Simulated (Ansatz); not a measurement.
One change: `[SeH][SiH2][TeH]` becomes `F[SiH2][TeH]`.

Ansatz, PBE0-D4/def2-TZVP geometries, multiplicity 1. Each molecule was computed in one conformer, which needn't be the lowest.

Elements past krypton have def2 core potentials. Scalar relativity is left out up to krypton.

| property | `[SeH][SiH2][TeH]` |
| --- | --- |
| size of the dipole moment (PBE/def2-TZVPP) / D | 0.77 |
| HOMO energy (B3LYP/def2-TZVPP) / eV | -6.48 |
| HOMO energy (ωB97M-V/def2-TZVPP) / eV | -8.77 |
| HOMO energy (PBE0/def2-TZVPP) / eV | -6.70 |
| HOMO–LUMO gap (ωB97M-V/def2-TZVPP) / eV | 9.60 |
| LUMO energy (B3LYP/def2-TZVPP) / eV | -1.16 |

Question: Give the same properties after the change, and the shifts. (Estimate.)

Answer: The calculation gave: 
| property | `F[SiH2][TeH]` | shift |
| --- | --- | --- |
| size of the dipole moment (PBE/def2-TZVPP) / D | 1.03 | 0.26 |
| HOMO energy (B3LYP/def2-TZVPP) / eV | -6.67 | -0.19 |
| HOMO energy (ωB97M-V/def2-TZVPP) / eV | -8.97 | -0.20 |
| HOMO energy (PBE0/def2-TZVPP) / eV | -6.90 | -0.20 |
| HOMO–LUMO gap (ωB97M-V/def2-TZVPP) / eV | 10.00 | 0.40 |
| LUMO energy (B3LYP/def2-TZVPP) / eV | -1.05 | 0.11 |

With PBE0 the HOMO falls by 0.20 eV and the LUMO rises by 0.12 eV, so the gap widens by about 0.32 eV. PBE moves the HOMO by -0.18 eV and ωB97M-V by -0.20 eV. The zero-point energy changes by -14.1 kJ/mol with -3 modes. Dipoles are sizes alone; their direction can turn.

B3LYP here is the variant with VWN-RPA as its local correlation; programs differ in this.

Spin–orbit coupling is left out; it splits and shifts lone-pair levels of the heavy atoms by tenths of an eV.
